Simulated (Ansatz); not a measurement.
CH₉AlBNSi, SMILES `BN([SiH3])[CH2][AlH2]`, relaxed with RKS PBE0-D4/def2-TZVP in Ansatz 0.2.0 from a PBE-D4/def2-SVP geometry. The force threshold is 0.005 eV/Å; the program also tests the step.

Charge 0, multiplicity 1.

Start:

```xyz
14

B    -0.451   -1.331   -0.236
N    -0.271   -0.077    0.340
Si   -1.187    0.498    1.771
C     0.740    0.847   -0.247
Al    1.333   -0.165   -1.886
H    -1.229   -2.178    0.144
H     0.244   -1.642   -1.233
H    -2.159   -0.563    2.191
H    -0.211    0.800    2.874
H    -1.901    1.767    1.395
H     1.545    1.044    0.497
H     0.268    1.831   -0.467
H     0.539    0.102   -3.255
H     2.741   -0.932   -1.888
```

Q: By how much does the energy fall, and how many steps does the optimiser take? (Estimate.)

A: Computed: 0.06 eV, in 21 steps, 1 of them rejected.

Q: Which bonds change most? (Estimate.)

A: The calculation gave: N2–Si3 from 1.793 to 1.756 Å; C4–Al5 from 2.015 to 1.995 Å; B1–H6 from 1.212 to 1.192 Å; Si3–H9 from 1.504 to 1.485 Å.

Q: Give the relaxed structure. (Best estimate.)

A: The calculation gave: 
```xyz
14

B    -0.496   -1.303   -0.263
N    -0.296   -0.075    0.329
Si   -1.129    0.473    1.775
C     0.681    0.863   -0.276
Al    1.351   -0.165   -1.849
H    -1.249   -2.141    0.125
H     0.146   -1.588   -1.281
H    -2.058   -0.588    2.228
H    -0.119    0.773    2.821
H    -1.869    1.721    1.454
H     1.452    1.112    0.461
H     0.176    1.800   -0.534
H     0.701    0.098   -3.276
H     2.710   -0.981   -1.714
```
